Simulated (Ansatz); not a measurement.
The inner images of a band of CH5FOSi2 (10 atoms, charge 0, multiplicity 1) are given out of order.

Method: Ansatz 0.2.0, RKS BLYP/def2-SVP.

Initial state:

```xyz
10
Properties=species:S:1:pos:R:3
F -0.494 -2.293 -0.837
C -0.607 -1.476 0.299
Si -0.518 0.370 -0.190
O 1.022 0.727 -0.787
Si 2.416 1.671 -0.648
H 0.198 -1.742 1.022
H -1.580 -1.684 0.805
H -1.511 0.638 -1.276
H 1.974 2.537 0.589
H -0.818 1.202 1.027
```

Final state:

```xyz
10
Properties=species:S:1:pos:R:3
F -0.223 -2.592 -0.992
C -0.207 -1.733 0.123
Si -0.499 0.070 -0.455
O 0.937 0.943 -0.903
Si 0.428 1.885 0.476
H 0.773 -1.820 0.643
H -1.000 -2.054 0.838
H -1.578 0.091 -1.494
H 1.399 1.861 1.619
H 0.052 3.298 0.147
```

**Question.** Put them in order from the first end to the last, with their energies above the first end.
A.
```xyz
10
Properties=species:S:1:pos:R:3
F -0.320 -2.258 -0.793
C -0.528 -1.394 0.295
Si -0.607 0.423 -0.294
O 0.895 0.891 -0.919
Si 2.366 1.643 -0.561
H 0.290 -1.539 1.039
H -1.482 -1.668 0.805
H -1.618 0.548 -1.388
H 2.064 2.020 0.936
H -0.976 1.282 0.883
```
B.
```xyz
10
Properties=species:S:1:pos:R:3
F -0.476 -2.515 -0.753
C -0.302 -1.571 0.276
Si -0.422 0.196 -0.453
O 1.039 0.755 -1.132
Si 1.083 1.978 0.142
H 0.694 -1.712 0.749
H -1.081 -1.740 1.053
H -1.586 0.357 -1.378
H 1.241 1.311 1.483
H -0.107 2.891 0.016
```
C.
```xyz
10
Properties=species:S:1:pos:R:3
F -0.558 -2.359 -0.717
C -0.327 -1.443 0.331
Si -0.333 0.290 -0.510
O 1.125 0.739 -1.158
Si 1.267 2.064 0.090
H 0.667 -1.646 0.784
H -1.113 -1.586 1.104
H -1.551 0.466 -1.356
H 1.236 1.168 1.364
H -0.328 2.257 0.072
```
D.
```xyz
10
Properties=species:S:1:pos:R:3
F -0.421 -2.594 -0.756
C -0.284 -1.615 0.241
Si -0.476 0.128 -0.487
O 1.038 0.811 -1.107
Si 0.707 1.820 0.262
H 0.713 -1.709 0.731
H -1.055 -1.781 1.032
H -1.606 0.258 -1.450
H 1.427 1.514 1.518
H 0.041 3.117 0.021
```
E.
```xyz
10
Properties=species:S:1:pos:R:3
F -0.626 -2.274 -0.673
C -0.383 -1.324 0.343
Si -0.384 0.376 -0.548
O 1.132 0.784 -1.153
Si 1.472 2.060 0.021
H 0.611 -1.531 0.799
H -1.159 -1.439 1.133
H -1.502 0.440 -1.531
H 1.490 1.159 1.309
H -0.569 1.698 0.304
```
F.
```xyz
10
Properties=species:S:1:pos:R:3
F -0.391 -2.255 -0.729
C -0.451 -1.306 0.303
Si -0.623 0.463 -0.409
O 0.865 1.022 -1.012
Si 2.304 1.636 -0.362
H 0.463 -1.394 0.934
H -1.321 -1.535 0.964
H -1.605 0.447 -1.536
H 1.923 1.493 1.161
H -1.080 1.378 0.690
```
G.
```xyz
10
Properties=species:S:1:pos:R:3
F -0.635 -2.286 -0.664
C -0.410 -1.305 0.318
Si -0.510 0.433 -0.492
O 1.000 0.948 -1.102
Si 2.044 1.872 -0.127
H 0.584 -1.483 0.789
H -1.175 -1.411 1.123
H -1.513 0.399 -1.596
H 1.586 1.282 1.263
H -0.887 1.500 0.493
```

**Answer.** A (+0.7 kJ/mol), F (+3.2 kJ/mol), G (+22.1 kJ/mol), E (+65.7 kJ/mol), C (+105.1 kJ/mol), B (+127.6 kJ/mol), D (+63.8 kJ/mol).

The run took 2.8 min on 2 threads of Arm Neoverse V1, with other jobs on the host, peak memory 0.14 GiB.
